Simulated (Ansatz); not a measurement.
`[CH3][AlH][O][GaH2]`, 10 atoms. Total charge 0; spin multiplicity 1. Correlated methods include outer-core shells of Ga, which these sets cover unevenly. Scalar relativity is left out up to krypton. All runs use 4 threads of an AMD EPYC 9R45 on a shared host. Correlated methods freeze the cores.

(1) How many basis functions does each run have, and how long does it take in Ansatz? RHF-CCSD(T)/def2-SVP energy; RKS BLYP-D4/def2-TZVPP energy; RHF-CCSD(T)/def2-TZVPP energy; RKS PBE-D4/def2-TZVPP energy and forces; RKS PBE0-D4/def2-SVP energy; RKS PBE0-D4/def2-TZVP relaxation (16 steps); RHF-MP2/def2-QZVPP energy; RKS ωB97M-V/def2-SVP energy; RKS PBE0-D4/def2-TZVP frequencies; RKS HSE06 (plane-wave form)-D4/def2-TZVPP energy; RKS ωB97M-V/def2-QZVPP energy; RKS PBE0-D4/def2-QZVPP energy. (Best estimate.)

Answers

(1) Ansatz gave: Other jobs shared the machine, so times are rough.

| level | job | functions | wall time | peak host memory (GiB) |
| --- | --- | --- | --- | --- |
| RKS PBE0-D4/def2-SVP | energy | 108 | 0.6 s | 0.23 |
| RKS BLYP-D4/def2-TZVPP | energy | 236 | 0.8 s | 0.3 |
| RKS PBE-D4/def2-TZVPP | energy and forces | 236 | 1 s | 0.3 |
| RKS HSE06 (plane-wave form)-D4/def2-TZVPP | energy | 236 | 1.4 s | 0.64 |
| RKS ωB97M-V/def2-SVP | energy | 108 | 1.9 s | 0.35 |
| RHF-CCSD(T)/def2-SVP | energy | 108 | 2.2 s | 0.48 |
| RKS PBE0-D4/def2-QZVPP | energy | 453 | 3.3 s | 1.7 |
| RKS ωB97M-V/def2-QZVPP | energy | 453 | 6.5 s | 2 |
| RHF-MP2/def2-QZVPP | energy | 453 | 7.5 s | 2.4 |
| RKS PBE0-D4/def2-TZVP | relaxation (16 steps) | 183 | 20 s | 0.49 |
| RHF-CCSD(T)/def2-TZVPP | energy | 236 | 40 s | 4.1 |
| RKS PBE0-D4/def2-TZVP | frequencies | 183 | 54 s | 0.49 |
